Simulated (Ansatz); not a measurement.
All numbers were calculated with Ansatz.

A structure relaxed at PBE0-D4/def2-TZVP, charge 0, multiplicity 1:

```tsv
atom	x (Å)	y (Å)	z (Å)
F1	1.0649	-1.5694	0.2711
C2	0.8998	-0.2399	0.2614
F3	1.8045	0.2750	-0.5820
F4	1.1861	0.2132	1.4893
Si5	-0.8789	0.2343	-0.2554
F6	-1.8948	-0.3932	0.7567
F7	-1.0203	1.7932	-0.2468
F8	-1.1614	-0.3132	-1.6944
```

Problem. Give its formula and SMILES.

Solution. CF6Si, `FC(F)(F)[Si](F)(F)F`.

Problem. Point group (tolerance 0.08 Å, 0.16 Å for H)?

Solution. C3v.

Problem. Summarise the bond lengths by kind.

Solution. 3 × C–F 1.340 Å; 1 × C–Si 1.912 Å; 3 × F–Si 1.565 Å.
